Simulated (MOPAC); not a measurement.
Job for MOPAC: AM1 on C3H9I (a complex).

```
AM1 1SCF PRECISE CHARGE=0 THREADS=1
C3H9I

C     -0.53414672 1     0.50470735 1     0.23525862 1
C      0.64776905 1    -0.40014254 1    -0.09892718 1
H     -1.27095892 1     0.50868097 1    -0.57027818 1
H     -0.21467143 1     1.53766803 1     0.38995405 1
H     -1.03851712 1     0.17205003 1     1.14417659 1
H      0.32165146 1    -1.42784252 1    -0.26844102 1
H      1.37466540 1    -0.42503426 1     0.71506768 1
H      1.16545239 1    -0.06344294 1    -0.99935610 1
C      0.99571342 1     1.37718669 1     3.44717716 1
I      0.56930098 1    -0.64066480 1     4.07290657 1
H      1.54974837 1     1.85361333 1     4.24743593 1
H      1.58195222 1     1.31721112 1     2.53784236 1
H      0.04619171 1     1.86872763 1     3.27194455 1
```

The log:

```
*******************************************************************************
 **                                                                           **
 **                              MOPAC v23.2.5                                **
 **                                                                           **
 *******************************************************************************
 ** MOPAC's Digital Object Identifier: https://doi.org/10.5281/zenodo.6511958 **
 **                                                                           **
 ** Please cite the open-source release paper for use of this MOPAC version:  **
 ** J. E. Moussa and J. J. P. Stewart (2026)                                  **
 ** MOPAC: An open-source semiempirical molecular orbital program             **
 ** J. Open Source Softw., 11(119), 8025, https://doi.org/10.21105/joss.08025 **
 *******************************************************************************

                              AM1 CALCULATION RESULTS

 *******************************************************************************
 *  AM1        - The AM1 Hamiltonian to be used
 *
 *
 *
 *                 CHARGE ON SYSTEM = 0
 *
 *
 *
 *  PRECISE    - TIGHTER CRITERIA TO BE USED
 *  1SCF       - DO 1 SCF AND THEN STOP
 *  THREADS=1  - MULTI-THREADING NOT USED
 *  T=         - A TIME OF 172800.0 SECONDS REQUESTED
 *  DUMP=N     - RESTART FILE WRITTEN EVERY 7200.0 SECONDS REQUESTED
 *******************************************************************************
AM1 1SCF PRECISE CHARGE=0 THREADS=1
 C3H9I

   ATOM   CHEMICAL          X               Y               Z
  NUMBER   SYMBOL      (ANGSTROMS)     (ANGSTROMS)     (ANGSTROMS)

     1       C         -0.53414672  *   0.50470735  *   0.23525862  *
     2       C          0.64776905  *  -0.40014254  *  -0.09892718  *
     3       H         -1.27095892  *   0.50868097  *  -0.57027818  *
     4       H         -0.21467143  *   1.53766803  *   0.38995405  *
     5       H         -1.03851712  *   0.17205003  *   1.14417659  *
     6       H          0.32165146  *  -1.42784252  *  -0.26844102  *
     7       H          1.37466540  *  -0.42503426  *   0.71506768  *
     8       H          1.16545239  *  -0.06344294  *  -0.99935610  *
     9       C          0.99571342  *   1.37718669  *   3.44717716  *
    10       I          0.56930098  *  -0.64066480  *   4.07290657  *
    11       H          1.54974837  *   1.85361333  *   4.24743593  *
    12       H          1.58195222  *   1.31721112  *   2.53784236  *
    13       H          0.04619171  *   1.86872763  *   3.27194455  *



          CARTESIAN COORDINATES

    NO.       ATOM           X           Y           Z

     1         C         -0.5341      0.5047      0.2353
     2         C          0.6478     -0.4001     -0.0989
     3         H         -1.2710      0.5087     -0.5703
     4         H         -0.2147      1.5377      0.3900
     5         H         -1.0385      0.1721      1.1442
     6         H          0.3217     -1.4278     -0.2684
     7         H          1.3747     -0.4250      0.7151
     8         H          1.1655     -0.0634     -0.9994
     9         C          0.9957      1.3772      3.4472
    10         I          0.5693     -0.6407      4.0729
    11         H          1.5497      1.8536      4.2474
    12         H          1.5820      1.3172      2.5378
    13         H          0.0462      1.8687      3.2719

  H: (AM1): M.J.S. DEWAR ET AL, J. AM. CHEM. SOC. 107 3902-3909 (1985)
  C: (AM1): M.J.S. DEWAR ET AL, J. AM. CHEM. SOC. 107 3902-3909 (1985)
  I: (AM1): M.J.S. DEWAR AND E. G. ZOEBISCH, THEOCHEM, 180, 1 (1988).

           Empirical Formula: C3 H9 I  =    13 atoms



      MOLECULAR POINT GROUP   :   C1


      RHF CALCULATION, NO. OF DOUBLY OCCUPIED LEVELS = 14


 -------------------------------------------------------------------------------
 AM1 1SCF PRECISE CHARGE=0 THREADS=1
 C3H9I



     1SCF WAS SPECIFIED, SO BFGS WAS NOT USED
     SCF FIELD WAS ACHIEVED


                              AM1 CALCULATION
                                                       MOPAC v23.2.5 Linux




          FINAL HEAT OF FORMATION =         -6.32193 KCAL/MOL =     -26.45096 KJ/MOL


          COSMO AREA              =        146.61 SQUARE ANGSTROMS
          COSMO VOLUME            =        140.11 CUBIC ANGSTROMS

          IONIZATION POTENTIAL    =         10.465743 EV
          HOMO LUMO ENERGIES (EV) =        -10.466  0.236
          NO. OF FILLED LEVELS    =         14
          MOLECULAR WEIGHT        =        172.0086         POINT GROUP:  C1

          MOLECULAR DIMENSIONS (Angstroms)

            Atom       Atom       Distance
            H    11    H     3     5.74244
            H     8    I    10     3.43033
            H     6    H    13     3.15782


          SCF CALCULATIONS        =          1





   ATOM   CHEMICAL          X               Y               Z
  NUMBER   SYMBOL      (ANGSTROMS)     (ANGSTROMS)     (ANGSTROMS)

     1       C         -0.53414672  *   0.50470735  *   0.23525862  *
     2       C          0.64776905  *  -0.40014254  *  -0.09892718  *
     3       H         -1.27095892  *   0.50868097  *  -0.57027818  *
     4       H         -0.21467143  *   1.53766803  *   0.38995405  *
     5       H         -1.03851712  *   0.17205003  *   1.14417659  *
     6       H          0.32165146  *  -1.42784252  *  -0.26844102  *
     7       H          1.37466540  *  -0.42503426  *   0.71506768  *
     8       H          1.16545239  *  -0.06344294  *  -0.99935610  *
     9       C          0.99571342  *   1.37718669  *   3.44717716  *
    10       I          0.56930098  *  -0.64066480  *   4.07290657  *
    11       H          1.54974837  *   1.85361333  *   4.24743593  *
    12       H          1.58195222  *   1.31721112  *   2.53784236  *
    13       H          0.04619171  *   1.86872763  *   3.27194455  *

                             CARTESIAN COORDINATES

   1    C       -0.534146720     0.504707350     0.235258620
   2    C        0.647769050    -0.400142540    -0.098927180
   3    H       -1.270958920     0.508680970    -0.570278180
   4    H       -0.214671430     1.537668030     0.389954050
   5    H       -1.038517120     0.172050030     1.144176590
   6    H        0.321651460    -1.427842520    -0.268441020
   7    H        1.374665400    -0.425034260     0.715067680
   8    H        1.165452390    -0.063442940    -0.999356100
   9    C        0.995713420     1.377186690     3.447177160
  10    I        0.569300980    -0.640664800     4.072906570
  11    H        1.549748370     1.853613330     4.247435930
  12    H        1.581952220     1.317211120     2.537842360
  13    H        0.046191710     1.868727630     3.271944550


           Empirical Formula: C3 H9 I  =    13 atoms



      MOLECULAR POINT GROUP   :   C1


                  EIGENVALUES
 -33.51760 -32.62414 -26.04593 -24.15219 -15.13072 -14.94898 -14.67552 -14.47250
 -13.21284 -12.46015 -11.96832 -11.95298 -10.47930 -10.46574   0.23590   3.94244
   3.95108   4.18849   4.22393   4.41788   4.55772   5.01656   5.07962   5.10665
   5.42771


              NET ATOMIC CHARGES AND DIPOLE CONTRIBUTIONS

  ATOM NO.   TYPE          CHARGE      No. of ELECS.   s-Pop       p-Pop
    1          C          -0.210665        4.2107     1.21491     2.99575
    2          C          -0.208677        4.2087     1.21444     2.99424
    3          H           0.071211        0.9288     0.92879
    4          H           0.063505        0.9365     0.93650
    5          H           0.073441        0.9266     0.92656
    6          H           0.073443        0.9266     0.92656
    7          H           0.068789        0.9312     0.93121
    8          H           0.068650        0.9313     0.93135
    9          C          -0.328933        4.3289     1.25798     3.07095
   10          I           0.010816        6.9892     1.97399     5.01520
   11          H           0.105585        0.8944     0.89442
   12          H           0.107071        0.8929     0.89293
   13          H           0.105763        0.8942     0.89424
 DIPOLE           X         Y         Z       TOTAL
 POINT-CHG.     0.056     0.287    -0.113     0.313
 HYBRID         0.233     1.118    -0.346     1.194
 SUM            0.289     1.405    -0.458     1.506


          ATOMIC ORBITAL ELECTRON POPULATIONS

     Atom    s        px        py        pz
    1  C   1.21491   0.98390   0.99212   1.01973
    2  C   1.21444   0.98066   0.99978   1.01380
    3  H   0.92879
    4  H   0.93650
    5  H   0.92656
    6  H   0.92656
    7  H   0.93121
    8  H   0.93135
    9  C   1.25798   1.05346   0.96878   1.04871
   10  I   1.97399   1.95959   1.14097   1.91463
   11  H   0.89442
   12  H   0.89293
   13  H   0.89424

 **********************
 *                    *
 * JOB ENDED NORMALLY *
 *                    *
 **********************




 == MOPAC DONE ==
```

The run finished.

Cost: roughly 0.03 core-seconds.
